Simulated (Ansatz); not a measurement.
Reactions of `CC(C)(C)CO`.

Program: Ansatz. Geometries: PBE0-D4/def2-TZVP. ΔE: electronic, gas phase. CBS: MP2 limit from def2 TZ/QZ plus the TZ coupled-cluster correction, frozen cores. This one scheme is used for every species. DFT in def2-TZVPP. def2 core potentials past Kr. For Se, Te outer-core shells are correlated without core-valence functions, which leaves a few kJ/mol of doubt a bond. Scalar relativity is left out up to krypton. Each species was taken in one conformer, which may not be the lowest.

```json
{"reaction": "`CC(C)(C)CO` + H₂Se → `OC[SeH]` + `CC(C)C`", "ωB97X-V (kJ/mol)": "18", "PBE-D4 (kJ/mol)": "6", "ωB97M-V (kJ/mol)": "19", "MP2/CBS(def2) (kJ/mol)": "18", "CCSD(T)/CBS(def2) (kJ/mol)": "18"}
{"reaction": "`CC(C)(C)CO` + HCl → `CC(C)(C)Cl` + CH₃OH", "ωB97X-V (kJ/mol)": "19", "PBE-D4 (kJ/mol)": "15", "ωB97M-V (kJ/mol)": "20", "MP2/CBS(def2) (kJ/mol)": "18", "CCSD(T)/CBS(def2) (kJ/mol)": "19"}
{"reaction": "`CC(C)(C)CO` + `OC(F)[TeH]` → `COC(F)[TeH]` + `CC(C)CO`", "ωB97X-V (kJ/mol)": "53", "PBE-D4 (kJ/mol)": "57", "ωB97M-V (kJ/mol)": "57", "MP2/CBS(def2) (kJ/mol)": "66", "CCSD(T)/CBS(def2) (kJ/mol)": "59"}
{"reaction": "`CC(C)(C)CO` + `NC#CO` → `COC#CN` + `CC(C)CO`", "ωB97X-V (kJ/mol)": "46", "PBE-D4 (kJ/mol)": "45", "ωB97M-V (kJ/mol)": "50", "MP2/CBS(def2) (kJ/mol)": "58", "CCSD(T)/CBS(def2) (kJ/mol)": "52"}
{"reaction": "`CC(C)(C)CO` + `C#CS` → `C#CSCO` + `CC(C)C`", "ωB97X-V (kJ/mol)": "5", "PBE-D4 (kJ/mol)": "-8", "ωB97M-V (kJ/mol)": "6", "MP2/CBS(def2) (kJ/mol)": "5", "CCSD(T)/CBS(def2) (kJ/mol)": "6"}
{"reaction": "`CC(C)(C)CO` + `C=C(O)S` → `C=C(O)SC` + `CC(C)CO`", "ωB97X-V (kJ/mol)": "11", "PBE-D4 (kJ/mol)": "6", "ωB97M-V (kJ/mol)": "12", "MP2/CBS(def2) (kJ/mol)": "13", "CCSD(T)/CBS(def2) (kJ/mol)": "12"}
{"reaction": "`CC(C)(C)CO` + H₂ → `CC(C)C` + CH₃OH", "ωB97X-V (kJ/mol)": "-39", "PBE-D4 (kJ/mol)": "-39", "ωB97M-V (kJ/mol)": "-38", "MP2/CBS(def2) (kJ/mol)": "-31", "CCSD(T)/CBS(def2) (kJ/mol)": "-37"}
{"reaction": "`CC(C)(C)CO` + `F[SiH](S)S` → `CS[SiH](F)S` + `CC(C)CO`", "ωB97X-V (kJ/mol)": "17", "PBE-D4 (kJ/mol)": "11", "ωB97M-V (kJ/mol)": "19", "MP2/CBS(def2) (kJ/mol)": "20", "CCSD(T)/CBS(def2) (kJ/mol)": "19"}
```

Largest T1 diagnostic: 0.013, for `C#CS`.
